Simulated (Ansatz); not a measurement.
Reaction (germylene formation by 1,1-elimination): `O=C=[N][GeH]([Cl])[Cl]` → `[Cl][Ge][Cl]` + `N=C=O`

Program: Ansatz. Geometries: PBE0-D4/def2-TZVP. ΔE: electronic, gas phase. CCSD(T)/CBS adds triple-zeta CCSD(T) − MP2 to the extrapolated MP2 energy (def2 sets, frozen cores). This one scheme is used for every species. Functionals use def2-TZVPP. For Ge outer-core shells are correlated without core-valence functions, which leaves a few kJ/mol of doubt a bond. Scalar relativity is left out up to krypton. One conformer a species, not always the lowest.

`O=C=[N][GeH]([Cl])[Cl]`:

```xyz
7

O    -0.748   -2.097   -1.895
C    -0.338   -1.121   -1.422
N     0.112   -0.080   -1.010
Ge    0.275    0.739    0.595
Cl   -1.667    0.997    1.433
Cl    1.402   -0.518    1.895
H     0.965    2.080    0.405
```

`[Cl][Ge][Cl]`:

Z-matrix (Å, degrees):
```
Ge
Cl 1 2.182
Cl 1 2.182 2 100.0
```

`N=C=O`:

```xyz
4

N     0.122   -0.615    0.440
C     0.198    0.361   -0.269
O     0.412    1.281   -0.943
H    -0.732   -1.027    0.772
```

| species | RPA@PBE/def2-TZVPP energy (Eh) |
| --- | --- |
| `O=C=[N][GeH]([Cl])[Cl]` | -3164.09472 |
| `[Cl][Ge][Cl]` | -2995.38521 |
| `N=C=O` | -168.67329 |

(1) Work out ΔE.

Largest T1 diagnostic among the species: 0.018.

Answers

(1) ΔE = (-2995.38521) + (-168.67329) − (-3164.09472) = 0.03622 Eh = +22.7 kcal/mol. CCSD(T)/CBS gives +21.4 kcal/mol.

From r2SCAN to r2SCAN0 (25 % exact exchange), in def2-TZVPP and without D4, ΔE moves by +2.8 kcal/mol. The D4 term adds +3.7 kcal/mol with B3LYP and +2.1 kcal/mol with PBE0; it sums over pairs of atoms, weighted by their polarisabilities, and B3LYP, whose exchange is more repulsive, gets the larger term.

B3LYP here is the variant with VWN-RPA as its local correlation; programs differ in this.
